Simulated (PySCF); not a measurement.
## Radial density of Zn(2+) (zinc, charge +2)

UHF, [Ar] 3d10, closed-shell 1S. All numbers are calculated (PySCF 2.14, scalar relativity by spin-free X2C-1e, in cc-pVDZ-DK (6s5p3d1f, 43 functions)).

```tsv
r (bohr)	4πr²ρ (e/bohr)
0.000893	0.2895
0.00150	0.7202
0.00253	1.753
0.00425	4.115
0.00715	9.099
0.0120	18.09
0.0202	29.92
0.0340	36.70
0.0572	31.39
0.0963	31.72
0.162	42.05
0.272	24.93
0.458	22.26
0.771	20.04
1.30	5.037
2.18	0.4726
3.67	0.01189
```

Densities and radii are taken from the X2C orbitals without a picture-change correction, which distorts them close to the nucleus.
